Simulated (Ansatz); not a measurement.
Input file for Ansatz (a first-principles code): R-CCSD(T)/aug-cc-pV(D+d)Z on C2H5ClO (a complex), monomers drawn apart or pushed together. Files ending in .json are basis or fitting sets from the Basis Set Exchange.

Ansatz 0.2 input:
```yaml
crystal:
  periodic: [false, false, false]
  atoms:
    - {symbol: C, position_ang: [0.97991207, 0.48506851, -0.20187749]}
    - {symbol: Cl, position_ang: [1.16564603, -1.25024077, 0.23434280]}
    - {symbol: H, position_ang: [0.16697988, 0.56429505, -0.91666942]}
    - {symbol: H, position_ang: [0.75548025, 1.03590559, 0.70651581]}
    - {symbol: H, position_ang: [1.91430297, 0.82080869, -0.64034747]}
    - {symbol: C, position_ang: [0.62990315, -0.46255151, 3.00627321]}
    - {symbol: O, position_ang: [0.47834226, 0.71810382, 2.83863389]}
    - {symbol: H, position_ang: [-0.21315005, -1.17526286, 2.95414627]}
    - {symbol: H, position_ang: [1.61966040, -0.90095081, 3.22898333]}
basis:
  gaussian:
    orbitals: aug-cc-pV_D+d_Z.json
magnetization: {spin_polarized: false}
correlation: {method: ccsd_t, electrons: outside_noble_gas}
scf: {lower_state_search: off}
```

It printed:

```
WARN ansatz: RAYON_NUM_THREADS=1 ignored (pool sized by the plan → 1); use --threads N
Functional definition: HF
these checks for a lower state are left out or cut short: stability, starts, cluster_reference, orbital_swaps, neighbouring_geometries, increment
integrals: 0.39 GiB planned
1414 factors; integrals over basis functions are off by at most 8.4e-4 eV
mean field: 0.48 GiB planned
mean field evaluation 1: about -16678.0136 eV, gradient 3.4e1 eV
mean field evaluation 2: about -16678.0593 eV, gradient 3.4e1 eV
mean field evaluation 4: about -16680.7478 eV, gradient 3.7e0 eV
mean field evaluation 8: about -16680.7991 eV, gradient 3.2e-1 eV
mean field -16680.79994837 eV, -613.0080914504 hartree, gradient 3.8e-6 eV, S^2 0.000000; 0 other end points of the search recorded, 0 dependent functions left out
8 core orbitals not correlated
reference -16680.79994837 eV, -613.0080914504 hartree; 13, 13 occupied and 125, 125 virtual orbitals, 1414 factors
second order -17.57222168 eV of doubles, -0.00000000 eV of singles
coupled cluster: 1.09 GiB planned
cycle   1  -18.15823459 eV  change   -5.9e-1 eV  update   1.0e-1
cycle   2  -18.63943047 eV  change   -4.8e-1 eV  update   3.2e-2
cycle   3  -18.77742351 eV  change   -1.4e-1 eV  update   1.7e-2
cycle   4  -18.77182475 eV  change    5.6e-3 eV  update   4.4e-3
cycle   5  -18.77141528 eV  change    4.1e-4 eV  update   1.8e-3
cycle   6  -18.77214409 eV  change   -7.3e-4 eV  update   6.0e-4
cycle   7  -18.77198254 eV  change    1.6e-4 eV  update   2.1e-4
cycle   8  -18.77194194 eV  change    4.1e-5 eV  update   7.0e-5
cycle   9  -18.77196252 eV  change   -2.1e-5 eV  update   2.6e-5
perturbative correction -0.62653205 eV, -0.0230246281 hartree
Total energy: -16700.19844295 eV, -613.7209729772 hartree
Checks for a lower state left out: stability, starts, cluster_reference, orbital_swaps, neighbouring_geometries, increment
```

The run converged.

Cost: very roughly 60 core-seconds.
